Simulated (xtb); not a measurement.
Te(F)(OMe) (CH3FOTe), SMILES CO[Te]F. All values are semi-empirical tight-binding results from xtb (GFN2-xTB unless named), good for trends rather than for accurate numbers. Geometry optimised at GFN2-xTB. Other conformers were not sampled.

```
Item                                           Result
--------------------------------------  -------------
orbital gap                                   3.23 eV
zero-point energy                       26.0 kcal/mol
G − E(el) at 298.15 K (modified RRHO)    6.5 kcal/mol
static polarisability (D4 model)           60.2 bohr³
solvation energy, GFN2-xTB/ALPB(water)  -3.5 kcal/mol
solvation energy, GFN2-xTB/ALPB(dmso)   -6.2 kcal/mol
```
